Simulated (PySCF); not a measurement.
C3H10OSi2, SMILES O[SiH2]CC(=C)[SiH3].

Geometry: PBE-D3(BJ)/def2-SVP. This is a generated structure with no PubChem entry under its InChIKey; it may be hypothetical. One conformer was computed; it need not be the lowest.

These are PBE-D3(BJ)/def2-SVP (PySCF 2.14.0) values and carry that method's errors.

Frequencies are harmonic and unscaled.

Computed harmonic wavenumbers and intensities:
| mode | ν (cm⁻¹) | IR (km/mol) | moving atoms (share of kinetic energy) |
|---|---|---|---|
| 1 | 60 | 2.3 | H 34 %, O 29 %, Si 29 %, C 8 % |
| 2 | 66 | 0.5 | C 37 %, H 25 %, Si 21 %, O 17 % |
| 3 | 101 | 1.0 | H 54 %, Si 29 %, C 10 % |
| 4 | 119 | 0.3 | H 58 %, C 21 %, Si 16 % |
| 5 | 189 | 26.7 | H 51 %, Si 23 %, C 14 %, O 13 % |
| 6 | 226 | 61.9 | H 64 %, C 20 %, O 10 % |
| 7 | 263 | 28.0 | C 34 %, O 27 %, H 24 %, Si 14 % |
| 8 | 347 | 5.1 | C 40 %, H 38 %, Si 21 % |
| 9 | 364 | 0.5 | C 46 %, H 42 %, Si 10 % |
| 10 | 484 | 10.1 | H 91 % |
| 11 | 594 | 34.9 | H 44 %, C 35 %, Si 20 % |
| 12 | 622 | 29.2 | H 50 %, C 31 %, Si 19 % |
| 13 | 641 | 40.4 | H 63 %, C 22 %, Si 15 % |
| 14 | 677 | 68.1 | H 82 %, C 10 % |
| 15 | 692 | 13.3 | H 63 %, C 25 %, Si 12 % |
| 16 | 745 | 14.7 | H 71 %, C 19 % |
| 17 | 807 | 138.0 | O 46 %, H 36 %, Si 16 % |
| 18 | 829 | 28.9 | H 69 %, C 27 % |
| 19 | 869 | 170.6 | H 86 % |
| 20 | 877 | 176.9 | H 75 %, Si 14 %, O 10 % |
| 21 | 893 | 6.6 | H 75 %, C 25 % |
| 22 | 895 | 110.2 | H 87 %, Si 10 % |
| 23 | 898 | 63.0 | H 94 % |
| 24 | 916 | 84.9 | H 77 %, Si 14 % |
| 25 | 919 | 28.7 | H 96 % |
| 26 | 944 | 26.0 | H 51 %, C 47 % |
| 27 | 1053 | 1.4 | H 80 %, C 19 % |
| 28 | 1104 | 53.8 | H 68 %, C 30 % |
| 29 | 1198 | 17.5 | C 60 %, H 39 % |
| 30 | 1368 | 7.3 | H 88 %, C 12 % |
| 31 | 1389 | 5.6 | H 87 %, C 13 % |
| 32 | 1616 | 4.6 | C 89 %, H 11 % |
| 33 | 2135 | 100.7 | H 97 % |
| 34 | 2150 | 95.4 | H 97 % |
| 35 | 2156 | 63.2 | H 97 % |
| 36 | 2175 | 100.3 | H 96 % |
| 37 | 2203 | 94.3 | H 97 % |
| 38 | 2969 | 10.1 | H 95 % |
| 39 | 3032 | 3.9 | H 90 %, C 10 % |
| 40 | 3045 | 11.5 | H 94 % |
| 41 | 3147 | 5.4 | H 90 %, C 10 % |
| 42 | 3769 | 81.0 | H 94 % |
